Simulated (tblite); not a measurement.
Compound: C₂H₁₀NO₂Si₂ (doublet state).
Atom-mapped SMILES: `[CH3:1][N:2]([CH3:3])[Si@@H:4]([O:5])[O:6][SiH3:7]` (hydrogens: H8, H9, H10 on C1; H11, H12, H13 on C3; H14 on Si4; H15, H16, H17 on Si7)

Computed with GFN2-xTB (tblite), gas phase: L-BFGS steps from a force-field or distance-geometry start until the largest atomic force falls under 0.01 eV/Å.

The end geometry, which sets the zero of energy:
```
atom  x, y, z in Å
C1     -1.2013    1.2068   -0.5435
N2     -1.0673   -0.1468   -0.1517
C3     -2.2400   -0.9339   -0.1855
Si4     0.3552   -0.8228    0.6961
O5      0.5538   -2.3201    0.5303
O6      1.4852    0.2879    0.2845
Si7     3.0732    0.3895    0.0367
H8     -0.2381    1.7010   -0.4522
H9     -1.5371    1.2609   -1.5861
H10    -1.9510    1.7338    0.0604
H11    -2.0094   -1.9191    0.2060
H12    -3.0583   -0.4810    0.3868
H13    -2.5888   -1.0385   -1.2195
H14    -0.0563   -0.2782    2.0191
H15     3.4544   -0.4051   -1.1272
H16     3.7812   -0.0490    1.2378
H17     3.2375    1.8267   -0.2017
```

Question: These geometries come from the run, each turned onto the end geometry. Order them by energy, lowest first.
A.
```
atom  x, y, z in Å
C1     -1.1868    1.2156   -0.5316
N2     -1.0915   -0.1258   -0.0972
C3     -2.2637   -0.9117   -0.1466
Si4     0.3588   -0.8692    0.6435
O5      0.5384   -2.3411    0.3072
O6      1.4732    0.2738    0.2711
Si7     3.0602    0.4219    0.0474
H8     -0.1901    1.6488   -0.5633
H9     -1.6432    1.2588   -1.5270
H10    -1.8226    1.8120    0.1370
H11    -2.2101   -1.6867    0.6173
H12    -3.1698   -0.3096   -0.0339
H13    -2.3080   -1.4330   -1.1132
H14     0.0116   -0.4422    2.0215
H15     3.4713   -0.2863   -1.1615
H16     3.7668   -0.0867    1.2223
H17     3.1983    1.8731   -0.1026
```
B.
```
atom  x, y, z in Å
C1     -1.2228    1.2088   -0.5808
N2     -1.1022   -0.1151   -0.1087
C3     -2.2592   -0.9231   -0.1030
Si4     0.3648   -0.8192    0.6382
O5      0.5295   -2.3044    0.3601
O6      1.4815    0.2983    0.2022
Si7     3.0796    0.4065    0.0420
H8     -0.2455    1.6837   -0.5572
H9     -1.6055    1.2071   -1.6084
H10    -1.9355    1.7860    0.0225
H11    -2.3572   -1.4230    0.8614
H12    -3.1634   -0.3581   -0.3313
H13    -2.1291   -1.7288   -0.8332
H14     0.0454   -0.3206    1.9996
H15     3.4039    0.1088   -1.3514
H16     3.7563   -0.5013    0.9614
H17     3.3524    1.8065    0.3770
```
C.
```
atom  x, y, z in Å
C1     -0.9039    1.1668   -0.5105
N2     -0.7843   -0.2208   -0.2531
C3     -1.9720   -0.9717   -0.3833
Si4     0.3008   -0.9079    1.0964
O5     -0.2685   -2.2364    1.5035
O6      1.8281   -0.7573    0.5466
Si7     2.6708    0.4193   -0.1485
H8     -0.2430    1.7114    0.1518
H9     -0.6299    1.4359   -1.5392
H10    -1.9288    1.4987   -0.3424
H11    -2.1454   -1.4226    0.5905
H12    -2.8346   -0.3740   -0.6667
H13    -1.8657   -1.8233   -1.0616
H14     0.0873    0.1624    2.0846
H15     1.7701    1.1449   -1.0361
H16     3.7562   -0.1316   -0.9221
H17     3.1554    1.3183    0.8803
```
D.
```
atom  x, y, z in Å
C1     -0.9460    1.1254   -0.5057
N2     -0.9998   -0.1912   -0.0033
C3     -2.1378   -0.9742   -0.2850
Si4     0.2260   -0.8816    1.1263
O5      0.0693   -2.3889    1.2586
O6      1.6022   -0.1441    0.6214
Si7     2.8347    0.5019   -0.1844
H8     -0.1482    1.6674   -0.0072
H9     -0.7116    1.1104   -1.5783
H10    -1.8921    1.6631   -0.3785
H11    -2.4790   -1.4683    0.6252
H12    -2.9509   -0.3964   -0.7259
H13    -1.8470   -1.7940   -0.9524
H14    -0.1534    0.0274    2.2329
H15     2.3307    1.2440   -1.3582
H16     3.7368   -0.5725   -0.6080
H17     3.4591    1.4836    0.7127
```
E.
```
atom  x, y, z in Å
C1     -0.9727    1.1302   -0.5623
N2     -0.9957   -0.1728   -0.0204
C3     -2.1545   -0.9532   -0.2187
Si4     0.2820   -0.8388    1.0518
O5      0.4050   -2.3524    1.0051
O6      1.5226    0.1773    0.7303
Si7     2.8359    0.4920   -0.1435
H8     -0.1350    1.6793   -0.1395
H9     -0.8286    1.0725   -1.6494
H10    -1.9143    1.6624   -0.3874
H11    -2.4777   -1.3983    0.7234
H12    -2.9704   -0.3788   -0.6578
H13    -1.9100   -1.8061   -0.8606
H14    -0.2431   -0.1490    2.2587
H15     2.3906    1.0910   -1.4148
H16     3.6136   -0.7148   -0.4026
H17     3.5454    1.4718    0.6780
```

Answer: A (0.011 eV), B (0.028 eV), E (0.054 eV), D (0.097 eV), C (0.508 eV).

In the order of the answer:

```
step  E above end (eV)  largest force (eV/Å)  rms force component (eV/Å)  rms distance from end (Å)  rms bond change (Å)  bond most changed (Å)
 187             0.011                  0.08                       0.020                      0.232                0.002         Si4–H14 -0.005
 147             0.028                  0.03                       0.009                      0.435                0.003          C3–H12 -0.006
  63             0.054                  0.09                       0.024                      0.854                0.005         Si7–H15 +0.014
  44             0.097                  0.21                       0.053                      0.926                0.007         Si7–H15 +0.017
   5             0.508                  1.51                       0.283                      1.067                0.021          N2–Si4 +0.074
```

What follows is the cost of the whole relaxation. The run took 1.4 s of wall time on one thread of an Arm Neoverse V2, no GPU, shared host with 96 logical CPUs at a one-minute load of 27.
